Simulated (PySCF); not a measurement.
C6H18OSi2, SMILES C[Si](C)(C)O[Si](C)(C)C.

Geometry: B3LYP-D3(BJ)/def2-SVP. The values are those of a single conformer.

These are TDA-B3LYP/def2-SVP in PySCF values and carry that method's errors.

Vertical excitations.  State labels are in the subgroup C2.

```tsv
state	symmetry	energy (eV)	λ (nm)	f	main pairs
S1	B	7.47	166	0.060	HOMO→LUMO 99 %
S2	A	7.63	162	0.065	HOMO−1→LUMO 98 %
S3	A	8.19	151	0.000	HOMO−3→LUMO 70 %, HOMO→LUMO+1 28 %
S4	B	8.20	151	0.002	HOMO→LUMO+2 86 %
S5	B	8.23	151	0.023	HOMO−2→LUMO 72 %, HOMO−1→LUMO+1 16 %
S6	A	8.36	148	0.001	HOMO−1→LUMO+2 95 %
T1	B	7.32	169	0	HOMO→LUMO 95 %
T2	A	7.48	166	0	HOMO−1→LUMO 94 %
```
Triplets are in the Tamm–Dancoff approximation.
